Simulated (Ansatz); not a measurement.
Reaction (redistribution): `CC[O][Zr]([OH])([OH])[O]CC` + `CC[O][GeH3]` → `CC[O][Zr]([OH])([O]CC)[O]CC` + `[OH][GeH3]`

Isolated molecules relaxed with PBE0-D4/def2-TZVP in Ansatz; ΔE leaves out vibrations. CCSD(T)/CBS is the MP2 limit (def2-TZVPP, def2-QZVPP) plus CCSD(T) − MP2 in def2-TZVPP, frozen cores. DFT in def2-TZVPP. Elements past krypton have def2 core potentials. For Ge, Zr outer-core shells are correlated without core-valence functions, which leaves a few kJ/mol of doubt a bond. Scalar relativity is left out up to krypton. One conformer a species, not always the lowest.

Is it downhill or uphill in electronic energy at CCSD(T)/CBS, and by how much? (Best estimate.)

Computed: Downhill: ΔE = -7.8 kJ/mol.

What do these levels give: BHLYP-D4, ωB97X-V, CAM-B3LYP, HF/def2-TZVPP, CCSD/def2-TZVPP, CCSD(T)/def2-TZVPP? (Estimate.)

Ansatz gave: BHLYP-D4 -8.9, ωB97X-V -7.2, CAM-B3LYP -5.9, HF/def2-TZVPP -6.1, CCSD/def2-TZVPP -9.5, CCSD(T)/def2-TZVPP -10.8 kJ/mol.

Largest T1 diagnostic among the species: 0.015.

In def2-TZVPP, CCSD(T) changes the Hartree–Fock value by −4.7 kJ/mol (the triples alone add −1.3 kJ/mol) and MP2 by −4.1 kJ/mol. Leaving LDA and LC-ωPBE aside and taking each functional with its dispersion term where it has one, the values, not all of them listed here, spread over 3.3 kJ/mol, from PBE-D4 to ωB97M-V. At CCSD(T), def2-SVP lies −3.7 kJ/mol from the extrapolated value and def2-TZVPP −3.0 kJ/mol.
